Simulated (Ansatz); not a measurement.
Species: C₃H₄NSSi, charge 0, multiplicity 2. It need not be the lowest isomer of its formula. 
Coordinates optimised at B3LYP-D3(BJ)/def2-TZVP (Ansatz, a first-principles code):
```
C
N 1 1.3149
C 2 1.3606 1 112.01
C 3 1.3677 2 115.66 1 -0.64
H 4 1.0772 3 128.21 2 179.80
H 3 1.0805 2 119.54 1 179.34
S 4 1.7106 5 121.92 3 179.44
Si 1 1.8514 2 123.88 3 176.31
H 8 1.4799 1 110.90 2 36.77
H 8 1.4831 9 112.90 1 -123.82
```
Charge 0, spin multiplicity 2.

Property: atomisation energy (electronic, to ground-state atoms), in eV. Correlated levels leave the core frozen unless marked. UHF or UKS for open shells. Spin-orbit coupling is left out. Non-relativistic. The coupled-cluster limit lacks core correlation, which all-electron functionals hold. CBS marks a two-point X^-3 extrapolation of the correlation energy; Hartree-Fock from the larger set.

```csv
level,program,atomisation energy (eV),minus last row
HF/STO-3G,Ansatz,33.66,-7.64
HF/cc-pV(T+d)Z,Ansatz,28.34,-12.96
BLYP-D4/def2-TZVPD,Ansatz + dftd4,41.92,0.62
r2SCANh-D4/def2-TZVPD,Ansatz + dftd4,41.55,0.25
r2SCANh/def2-TZVPD,Ansatz,41.46,0.16
LC-wPBE-D4/def2-TZVPD,Ansatz + dftd4,41.76,0.46
B2PLYP-D4/def2-TZVPD,Ansatz + dftd4,41.22,-0.08
CCSD/6-31G*,Ansatz,36.54,-4.76
CCSD(T) with core electrons (1s frozen past Ne)/cc-pwCVTZ,Ansatz,40.14,-1.16
"CCSD(T)/CBS(cc-pV(T+d)Z,cc-pV(Q+d)Z)",Ansatz,41.30,0.00
```

The UHF reference is spin-contaminated (<S^2> 0.31 over the pure value in the largest basis).
